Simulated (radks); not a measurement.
Spherical quantum dot in the effective-mass picture: electrons in a hard-walled sphere of radius 1.71, with a point charge +1 (a donor) at the centre, all in effective atomic units (hartree* = m*/eps^2 hartree, bohr* = eps/m* bohr), one dielectric constant everywhere. Method: non-relativistic Kohn-Sham, LDA (Slater exchange, Perdew-Wang correlation), spin-polarised, spherical densities; computed with a radial shooting solver with Libxc functionals. Levels are named by radial order and angular momentum (1s, 1p, 1d, 2s, ...), and open shells are averaged over m. Results are scaled to m* = 0.034 and eps = 6.1, for which hartree* = 24.86 meV and bohr* = 9.494 nm.

N = 30, configuration 1s2 1p6 1d10 2s2 1f(up 7, down 3). This is the lowest configuration that the search found. Occupied and some empty levels:

level    occupation  eigenvalue (meV)  <r> (nm)
1s up             1            600.17     9.936
1s down           1            602.25     9.894
1p up             3            628.53     10.83
1p down           3            630.91     10.82
1d up             5            671.38     11.37
1d down           5            673.90     11.36
2s up             1            720.63     7.139
2s down           1            721.62     7.158
1f up             7            727.62     11.77
1f down           3            730.22     11.76
1g up             0            796.29     12.08
1g down           0            798.93     12.08
2p up             0            810.04     8.437
2p down           0            811.31     8.435
2d up             0            903.78     9.227
2d down           0            905.31     9.222

Energy (meV): total 11929.5, kinetic 4654.2, external -719.75, Hartree 8739.4, exchange-correlation -744.32.
